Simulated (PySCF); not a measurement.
Vertical excitations of a molecule C2H6Se2 from TDA-PBE/def2-SVPD run with PySCF, as energy in eV (oscillator strength): 3.41 (0.004), 3.75 (0.006), 4.80 (0.008), 5.20 (0.013), 5.23 (0.004), 5.51 (0.009), 5.67 (0.022), 5.80 (0.037), 6.05 (0.013), 6.14 (0.028). Lowest triplet (TDA): 2.82 eV. Coordinates come from a B3LYP-D3(BJ)/def2-SVP optimisation. Other conformers were not sampled.

### Question
Which structure fits?
A. CC([SeH])[SeH]
B. [SeH]CC[SeH]
C. CC[Se][SeH]
D. C[Se][Se]C

### Answer
C, CC[Se][SeH]
